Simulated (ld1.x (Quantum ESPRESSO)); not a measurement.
Before and after: TM potential for La

lanthanum (La), norm-conserving Troullier–Martins (Kleinman–Bylander form), made with ld1.x (Quantum ESPRESSO) 7.5 (LDA (PZ), non-relativistic). Core [Kr] 4d10, reference 4f0 5s2 5p6 5d1 6s2 6p0. Waves: 5p (bound): rc 3.10 bohr; 5d (bound): rc 2.45 bohr; 4f (bound, empty): rc 1.30 bohr; 5s (bound): rc 1.60 bohr. Local part: the s channel. Core correction: none.

Occupied shells without a wave of their own: 6s. They enter only through the test configuration that unscreens the potential.

All-electron outer shells of the reference configuration (LDA (PZ), non-relativistic, ld1.x):

```json
{"shell": "4p", "level (eV)": "-195.04", "outermost node (bohr)": "0.35", "outermost maximum (bohr)": "0.65"}
{"shell": "4d", "level (eV)": "-107.69", "outermost node (bohr)": "0.32", "outermost maximum (bohr)": "0.67"}
{"shell": "5s", "level (eV)": "-36.04", "outermost node (bohr)": "0.81", "outermost maximum (bohr)": "1.47"}
{"shell": "5p", "level (eV)": "-22.43", "outermost node (bohr)": "0.84", "outermost maximum (bohr)": "1.60"}
{"shell": "4f", "level (eV)": "-8.08", "outermost node (bohr)": "–", "outermost maximum (bohr)": "0.72"}
{"shell": "5d", "level (eV)": "-3.84", "outermost node (bohr)": "0.94", "outermost maximum (bohr)": "2.16"}
{"shell": "6s", "level (eV)": "-3.60", "outermost node (bohr)": "1.94", "outermost maximum (bohr)": "3.93"}
{"shell": "6p", "level (eV)": "-1.50", "outermost node (bohr)": "2.23", "outermost maximum (bohr)": "4.99"}
```

Change: wave 5d (bound): rc 2.45 bohr becomes 5d (bound): rc 1.64 bohr.

Cutoffs: the cutoffs (Ry, on a coarse ladder) from which the occupation-weighted sum of valence levels, in a spherical-Bessel basis at the reference potential, stays within 10 and 1 mRy of its value at 400 Ry; they do not see the model core or the augmentation charge, which bear on the density cutoff. Errors are all-electron minus pseudo energies relative to the spin-unpolarised reference configuration.

Question: What does the change do?

Answer: The potential gets harder (40 Ry and 80 Ry → 50 Ry and 80 Ry); the bound ghosts move from p to d, p; the errors of the 9 common tests hardly move. A smaller radius makes the pseudo-wave follow the all-electron one further in, where it bends more sharply, so more plane waves are needed.

```tsv
quantity	base	changed
cutoff, loose	40 Ry	50 Ry
cutoff, tight	80 Ry	80 Ry
loose cutoff by channel (10 mRy a level)	p 8 Ry, d 10 Ry, s 40 Ry	p 8 Ry, d 45 Ry, s 40 Ry
bound ghosts	p	d, p
error for 4f0 5s2 5p6 5d1 6s1 6p0, meV [ΔE 5.86 eV]	-57	-57
error for 4f0 5s2 5p6 5d1 6s0 6p0, meV [ΔE 16.52 eV]	-154	-153
error for 4f0 5s2 5p6 5d0 6s0 6p0, meV [ΔE 36.18 eV]	-215	-216
error for 4f0 5s2 5p6 5d1 6s0 6p1, meV [ΔE 8.51 eV]	-79	-79
error for 4f0 5s2 5p6 5d0 6s2 6p1, meV [ΔE 3.02 eV]	+42	+43
error for 4f0 5s1 5p6 5d1 6s2 6p0, meV [ΔE 41.05 eV]	+49	+52
error for 4f0 5s2 5p6 5d2 6s1 6p0, meV [ΔE 0.08 eV]	-32	-31
error for 4f0 5s2 5p6 5d1 6s2 6p0 (spin-polarised), meV [ΔE -0.10 eV]	+3.7	+3.2
error for 4f0 5s2 5p6 5d1 6s1 6p0 (spin-polarised), meV [ΔE 5.46 eV]	-49	-49
s: phases at 3.36 bohr within 0.05 rad from the reference energy up to (Ry; the scan ends near 5)	-0.1	-0.1
p: phases at 3.36 bohr within 0.05 rad from the reference energy up to (Ry; the scan ends near 5)	0.3	0.3
d: phases at 3.36 bohr within 0.05 rad from the reference energy up to (Ry; the scan ends near 5)	1.8	1.8
f: phases at 3.36 bohr within 0.05 rad from the reference energy up to (Ry; the scan ends near 5)	0.8	0.8
```

Base: The cutoffs count occupied waves only; the empty 4f level needs 180 Ry at the loose tolerance. The 6s level has no wave, so the channel is fitted at the deeper level alone: the likely source of the large errors. Changed file: The cutoffs count occupied waves only; the empty 4f level needs 180 Ry at the loose tolerance. The 6s level has no wave, so the channel is fitted at the deeper level alone: the likely source of the large errors. A true bound ghost makes a file unfit for plane-wave use even where its test errors are small: the radial tests pick states by their node count and pass the ghost by.
